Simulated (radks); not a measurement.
Values are calculated unless marked as measured or tabulated.
Species: Yb V. Configuration: [Xe] 4f11.75 6p0.25 (fractional occupations, a model configuration).

Level of theory: scalar-relativistic Kohn-Sham, LDA (Slater exchange, Perdew-Zunger correlation), spin-polarised, spherical densities, finite nucleus; open shells are filled with parallel spins first (spin-orbit coupling, left out, can overturn this in heavy ions); Fermi nuclear charge, rms radius 5.3108 fm (a radial shooting solver on a logarithmic mesh with Libxc functionals).

Energy parts (eV):
total: -382207.17
kinetic: 416325.65
electron-nucleus: -937126.33
Hartree: 146266.32
exchange-correlation: -7672.80

Orbitals (lengths in bohr, moments of r in powers of bohr):
orbital  occ.  eigenvalue (eV)       <r^4>
1s up       1        -61232.00   7.575e-07
1s down     1        -61231.99   7.575e-07
2s up       1        -10426.00   0.0001164
2s down     1        -10425.94   0.0001164
2p up       3        -9201.462  0.00008930
2p down     3        -9201.417  0.00008929
3s up       1        -2398.071    0.004363
3s down     1        -2396.924    0.004359
3p up       3        -2028.808    0.004627
3p down     3        -2027.664    0.004622
3d up       5        -1577.541    0.003607
3d down     5        -1576.648    0.003600
4s up       1        -520.6264      0.1044
4s down     1        -518.4499      0.1045
4p up       3        -398.9430      0.1379
4p down     3        -396.8185      0.1382
4d up       5        -238.5463      0.2083
4d down     5        -236.4875      0.2095
4f up       7         -61.7070      0.8534
4f down  4.75         -59.8239      0.9004
5s up       1        -106.5783       3.258
5s down     1        -105.6605       3.305
5p up       3         -76.2545       5.949
5p down     3         -75.5573       6.038
5d up       0         -40.4499       22.14
5d down     0         -40.0058       22.19
5f up       0         -17.4115       293.4
5f down     0         -16.9474       309.7
6s up       0         -35.7723       82.43
6s down     0         -35.2592       82.41
6p up    0.25         -28.1432       154.4
6p down     0         -27.5864       157.0
7p up       0         -14.8424        1540
7p down     0         -14.6491        1609

The highest occupied level is 6p up at -28.143 eV. The configuration is held as typed, so some empty levels lie below it. The density falls to 0.001 e/bohr^3 at r = 3.27 bohr. The electron density at the nucleus is 1.081e+06 e/bohr^3 (large components only). Spin moment in Bohr magnetons: 2.5. The spin density at the nucleus is -0.406 e/bohr^3 (1s -0.033, 2s -0.942, 3s -8.104, 4s 2.397, 5s 6.277).
